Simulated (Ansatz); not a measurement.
Reactions of H2Si, SMILES `[SiH2]`.

Isolated molecules relaxed with PBE0-D4/def2-TZVP in Ansatz; ΔE leaves out vibrations. CCSD(T)/CBS adds triple-zeta CCSD(T) − MP2 to the extrapolated MP2 energy (def2 sets, frozen cores). Small cases extrapolate CCSD(T) itself. No spin–orbit coupling; open shells (•) take unrestricted orbitals. Spin–orbit coupling would lower the free atoms: a little for Cl. def2 core potentials past Kr. Bonds to Ge, Sn are less sure, by a few kJ/mol each and by 10 to 20 or more in all where they break to atoms, as the def2 sets lack core-valence functions. Scalar relativity is left out up to krypton. One conformer a species, not always the lowest.

| reaction | CCSD/CBS(def2) (kcal/mol) | CCSD(T)/CBS(def2) (kcal/mol) |
| --- | --- | --- |
| `[SiH2]` + `C[CH2][SnH2][F]` → `CC[SiH]` + `[F][SnH3]` | -0.3 | -0.4 |
| `[SiH2]` + `NC(=O)[SiH2]F` → `N[SiH]` + `O=C[SiH2]F` | -18.0 | -18.0 |
| `[SiH2]` + `N[SiH](F)S` → `F[SiH]` + `N[SiH2]S` | -0.1 | -0.5 |
| `[SiH2]` + `BN([SiH3])[SiH3]` → `[SiH]N([SiH3])[SiH3]` + BH₃ | 2.9 | 2.3 |
| `[SiH2]` + `C[S][Ge][Cl]` → `CS[SiH]` + `[Cl][GeH]` | -3.4 | -3.3 |
| `[SiH2]` + `CB1O[SiH]1N` → `C[SiH]` + `N[SiH]1BO1` | 3.6 | 3.4 |
| `[SiH2]` + `[SiH3]/C=C\S` → `[SiH]S` + `C=C[SiH3]` | -40.1 | -40.1 |
| `[SiH2]` + Cl• → `[SiH]`• + HCl | -26.1 | -27.3 |

Largest T1 diagnostic: 0.034, for `[SiH]`•, so its coupled-cluster energy is less sure.

Extrapolated directly: `[SiH2]` + Cl• → `[SiH]`• + HCl.
